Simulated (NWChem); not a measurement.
# SeF3 cation; SMILES [Se+](F)(F)F

```xyz
4

Se     0.0000     0.0000     0.3521
F     -1.4074     0.3470    -0.4789
F      1.0042     1.0453    -0.4789
F      0.4032    -1.3924    -0.4789
```
Atoms are numbered in this order, from 1.

The geometry was optimised at PBE0/def2-SVP.

Problem. List the 6 lowest vertical singlet excitations from LDA (Slater exchange, VWN5)/aug-cc-pVDZ, full TDDFT (NWChem).

Solution. 
```
state  energy (eV)  oscillator strength  leading excitation (squared amplitude)
-----  -----------  -------------------  --------------------------------------
S1            7.33                0.008                      HOMO → LUMO (0.54)
S2            7.33                0.008                    HOMO → LUMO+1 (0.54)
S3            7.54                0.000                    HOMO−2 → LUMO (0.50)
S4            7.60                0.018                  HOMO−1 → LUMO+1 (0.30)
S5            7.60                0.018                    HOMO−1 → LUMO (0.30)
S6            7.66                0.015                  HOMO−1 → LUMO+1 (0.19)
```
